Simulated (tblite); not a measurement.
C5H8NPSi.
Numbering: `[SiH3:1][PH:2][c:3]1[cH:4][cH:5][cH:6][n:7][cH:8]1` (hydrogens: H9, H10, H11 on Si1; H12 on P2; H13 on C4; H14 on C5; H15 on C6; H16 on C8)

Computed geometry: GFN2-xTB, gas phase.

(1) List the bond lengths, angles and torsions at this level.

## Answers

(1) 
| bond | length (bohr) |
| --- | --- |
| Si1–P2 | 4.236 |
| P2–C3 | 3.430 |
| C3–C4 | 2.630 |
| C4–C5 | 2.616 |
| C5–C6 | 2.620 |
| C6–N7 | 2.501 |
| N7–C8 | 2.488 |
| C3–C8 | 2.638 |
| Si1–H9, Si1–H10, Si1–H11 | 2.765 |
| P2–H12 | 2.629 |
| C4–H13 | 2.045 |
| C5–H14 | 2.040 |
| C6–H15 | 2.044 |
| C8–H16 | 2.048 |

Bonds in one row agree within 0.02 bohr and their mean is given. A selection of angles:
| angle | degrees |
| --- | --- |
| P2–Si1–H9 | 106.7 |
| P2–Si1–H10 | 105.8 |
| P2–Si1–H11 | 113.1 |
| H9–Si1–H10 | 111.7 |
| H9–Si1–H11 | 109.5 |
| Si1–P2–C3 | 97.8 |
| Si1–P2–H12 | 95.8 |
| C3–P2–H12 | 95.8 |
| P2–C3–C4 | 123.3 |
| P2–C3–C8 | 119.3 |
| C4–C3–C8 | 117.4 |
| C3–C4–C5 | 119.0 |
| C3–C4–H13 | 120.3 |
| C5–C4–H13 | 120.7 |
| C4–C5–C6 | 118.5 |
| C4–C5–H14 | 120.8 |
| C6–C5–H14 | 120.8 |
| C5–C6–N7 | 123.1 |
| C5–C6–H15 | 121.4 |
| N7–C6–H15 | 115.5 |
| C6–N7–C8 | 118.3 |
| N7–C8–H16 | 116.0 |
| C3–C8–N7 | 123.7 |
| C3–C8–H16 | 120.2 |

Dihedral angles: Si1–P2–C3–C4 106° (anticlinal). The mirror-image conformer, all signs reversed, is as good.

P2 (three-coordinate phosphorus) is pyramidal (angles 97.8°, 95.8° and 95.8°, sum 289.4°, 0.88 Å off the plane of its three neighbours). Si1 (SiH3 silicon) is distorted tetrahedral (angles from 105.8° to 113.1°). Of the pairs four or more bonds apart, H12···H13 is among the closest relative to their van der Waals radii: 2.37 Å, 99 % of the sum of Bondi's values. The 6-membered ring C3–C4–C5–C6–N7–C8 has internal angles of 117.4° to 123.7°; it is planar, 0.00 Å rms from its mean plane, widest ring torsion 1°.

Point group: C1 (no symmetry element, even within 0.4 Å). Its GFN2-xTB frequencies are all real (lowest 36 cm⁻¹). One conformer, not necessarily the lowest.

Hardware: Arm Neoverse V2, one thread (shared host). Cost: 0.64 s wall. This is the geometry optimisation.
